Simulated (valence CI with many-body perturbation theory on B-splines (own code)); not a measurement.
**Forbidden lines of Cd⁹⁺**

Method: relativistic CI+MBPT: three valence electrons over a frozen Dirac-Fock core [Kr], radial functions for each j: 9 s, 9 p, 10 d, 8 f, 5 g, 3 h, 1 i, with the one-electron correlation potential Σ1, the two-electron term Σ2, the three-electron term Σ3, Breit, model QED; selected CI, second order for the rest, scaled by the run's own slope (own B-spline code, finite nucleus).

No measured levels were compared; by estimate terms of the open shell hold to 2 to 4 % of their energy, and close levels can change places. Core correlation moves these levels by up to 2600 cm⁻¹, and in measured spectra 5 to 20 % of such shifts remained as error; rates that hang on mixing are uncertain with them. The list stops below the first excitations out of the core. Only levels of the ground parity were solved; by the run's estimate the other parity begins above the list, which can be wrong where configurations are misplaced.

Lines 51 to 79 of 79 in falling wavelength, among levels below 46.354 eV, chosen from the decays that carry over 1 % of a level's rate. Wavelengths and rates use the calculated energies, so an error of 2000 cm⁻¹ moves a line at 294.4 nm by 5.9 % and its rate by three times that or more. Electric multipoles are in the length gauge, E1 and E2 with the static RPA response of the core. Weak lines are less certain than strong ones. Lines between different terms over intervals too small for the method are left out, as are lines whose strength nearly cancels. The highest levels of a list are the least certain.

Names give the largest LS component (configuration and term), which can be under half, so a name can repeat, a term be missing and a line seem to break the LS rules; names also repeat where a configuration has a term twice. Letters in brackets count levels of one name in rising energy.

| λ vac (nm) | Upper | Lower | Type | A (s⁻¹) | Branch % |
| --- | --- | --- | --- | --- | --- |
| 294.4 | 4d3 2D_3/2 [b] | 4d3 2P_3/2 | M1 | 1.01e+00 | 1.1 |
| 271.5 | 4d3 2F_7/2 | 4d3 4F_9/2 | M1 | 8.12e+00 | 42.7 |
| 265.8 | 4d3 2D_5/2 [a] | 4d3 4F_3/2 | M1 | 8.75e-01 | 2.4 |
| 264.3 | 4d3 2D_5/2 [b] | 4d3 2D_5/2 [a] | M1 | 1.60e+00 | 1.2 |
| 263.4 | 4d3 2P_3/2 | 4d3 4F_5/2 | M1 | 1.35e+01 | 27.5 |
| 262.1 | 4d3 2D_3/2 [b] | 4d3 2D_5/2 [a] | M1 | 2.17e+01 | 23.8 |
| 252.8 | 4d3 2D_5/2 [b] | 4d3 2H_9/2 [b] | E2 | 3.07e+00 | 2.4 |
| 239.2 | 4d3 2P_3/2 | 4d3 4F_3/2 | M1 | 5.14e+00 | 10.4 |
| 230.8 | 4d3 2D_3/2 [b] | 4d3 2P_1/2 | E2 | 1.07e+00 | 1.2 |
| 230.8 | 4d3 2D_3/2 [b] | 4d3 2P_1/2 | M1 | 1.02e+00 | 1.1 |
| 223.3 | 4d3 2F_7/2 | 4d3 4F_5/2 | M1 | 2.56e+00 | 13.5 |
| 222.7 | 4d3 2D_5/2 [b] | 4d3 2D_3/2 [a] | M1 | 2.61e+01 | 20.1 |
| 221.0 | 4d3 2D_3/2 [b] | 4d3 2D_3/2 [a] | M1 | 4.00e+00 | 4.4 |
| 221.0 | 4d3 2D_3/2 [b] | 4d3 2D_3/2 [a] | E2 | 1.61e+00 | 1.8 |
| 220.5 | 4d3 2F_5/2 | 4d3 4F_5/2 | M1 | 4.20e-01 | 2.9 |
| 203.3 | 4d3 2F_5/2 | 4d3 4F_3/2 | M1 | 6.24e+00 | 43.2 |
| 203.3 | 4d3 2F_5/2 | 4d3 4F_3/2 | E2 | 1.57e-01 | 1.1 |
| 202.4 | 4d3 2D_5/2 [b] | 4d3 4P_5/2 | M1 | 3.83e+01 | 29.5 |
| 201.1 | 4d3 2D_3/2 [b] | 4d3 4P_5/2 | M1 | 2.08e+00 | 2.3 |
| 199.6 | 4d3 2D_5/2 [b] | 4d3 2H_9/2 [a] | E2 | 3.69e+00 | 2.8 |
| 195.8 | 4d3 2D_5/2 [b] | 4d3 2G_7/2 | M1 | 2.56e+00 | 2.0 |
| 194.5 | 4d3 2D_3/2 [b] | 4d3 2G_7/2 | E2 | 1.29e+01 | 14.2 |
| 180.7 | 4d3 2D_3/2 [b] | 4d3 4P_1/2 | M1 | 3.65e+00 | 4.0 |
| 177.2 | 4d3 2D_3/2 [b] | 4d3 4P_3/2 | M1 | 1.16e+01 | 12.7 |
| 177.2 | 4d3 2D_3/2 [b] | 4d3 4P_3/2 | E2 | 1.68e+00 | 1.8 |
| 157.2 | 4d3 2D_5/2 [b] | 4d3 4F_9/2 | E2 | 2.08e+00 | 1.6 |
| 148.2 | 4d3 2D_5/2 [b] | 4d3 4F_7/2 | M1 | 9.15e+00 | 7.1 |
| 139.0 | 4d3 2D_3/2 [b] | 4d3 4F_5/2 | M1 | 9.64e+00 | 10.6 |
| 132.0 | 4d3 2D_3/2 [b] | 4d3 4F_3/2 | M1 | 2.53e+00 | 2.8 |
